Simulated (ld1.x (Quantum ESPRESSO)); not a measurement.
**Varying the TM potential for potassium**

Base potential:

ld1.x (Quantum ESPRESSO) 7.5 input, shortened:

```
&input
   title='K', zed=19., rel=1, dft='PW91', iswitch=3,
   config='[Ar] 3d0 4s0.5 4p0'
 /
 &inputp
   pseudotype=2, tm=.true., lloc=0,
   nlcc=.true., rcore=1.05
 /
3
3P  2  1   6.00   0.00  1.45  1.45  0.0
3D  3  2   0.00   0.00  4.20  4.20  0.0
3S  1  0   2.00   0.00  2.05  2.05  0.0
 &test
   configts(1)='3s2 3p6 3d0 4s0.5 4p0'
 /
```

Occupied shells without a wave of their own: 4s. They enter only through the test configuration that unscreens the potential, and ld1.x also counts them in the model core charge.

Cutoffs, loose and tight: the cutoffs (Ry, on a coarse ladder) from which the occupation-weighted sum of valence levels, in a spherical-Bessel basis at the reference potential, stays within 10 and 1 mRy of its value at 400 Ry. They do not see the model core or the augmentation charge, which bear on the density cutoff. Test errors are all-electron minus pseudo excitation energies from the reference, over the configurations 3s2 3p6 3d0 4s1 4p0; 3s2 3p6 3d0 4s0 4p0; 3s2 3p6 3d0 4s0 4p1; 3s2 3p6 3d0.5 4s0.5 4p0; 3s1 3p6 3d0 4s1 4p0; 3s2 3p6 3d1 4s0 4p0; 3s2 3p5 3d0 4s1 4p0. A dash means not determined; rows that change the core or the reference have their own tests.

With those shells counted twice in exchange and correlation these files are broken, and their errors move erratically; no question is asked of them.

| change | outcome | cutoff, loose | cutoff, tight | bound ghosts | largest test error (meV) |
| --- | --- | --- | --- | --- | --- |
| base | generated, misses its reference levels by 0.28 eV | 40 Ry | 55 Ry | none | +426 |
| core correction none | generated, misses its reference levels by 0.28 eV | 40 Ry | 55 Ry | none | +416 |
| core correction a·sin(br)/r model core inside 0.62 bohr | generated, misses its reference levels by 0.28 eV | 40 Ry | 55 Ry | none | +425 |
| core correction a·sin(br)/r model core inside 0.72 bohr | generated, misses its reference levels by 0.28 eV | 40 Ry | 55 Ry | none | +426 |
| core correction a·sin(br)/r model core inside 0.86 bohr | generated, misses its reference levels by 0.28 eV | 40 Ry | 55 Ry | none | +426 |
| core correction a·sin(br)/r model core inside 0.98 bohr | generated, misses its reference levels by 0.28 eV | 40 Ry | 55 Ry | none | +426 |
| core correction a·sin(br)/r model core inside 1.20 bohr | generated, misses its reference levels by 0.28 eV | 40 Ry | 55 Ry | none | +428 |
| core correction a·sin(br)/r model core inside 1.28 bohr | generated, misses its reference levels by 0.28 eV | 40 Ry | 55 Ry | none | +428 |
| core correction a·sin(br)/r model core inside 1.42 bohr | generated, misses its reference levels by 0.28 eV | 40 Ry | 55 Ry | none | +428 |
| core correction full core density, not smoothed (it rises at the typed radius of 1.60 bohr, so ld1.x skipped the fit) | generated, misses its reference levels by 0.28 eV | 40 Ry | 55 Ry | none | +424 |
| core correction full core density, not smoothed (it rises at the typed radius of 1.74 bohr, so ld1.x skipped the fit) | generated, misses its reference levels by 0.28 eV | 40 Ry | 55 Ry | none | +424 |
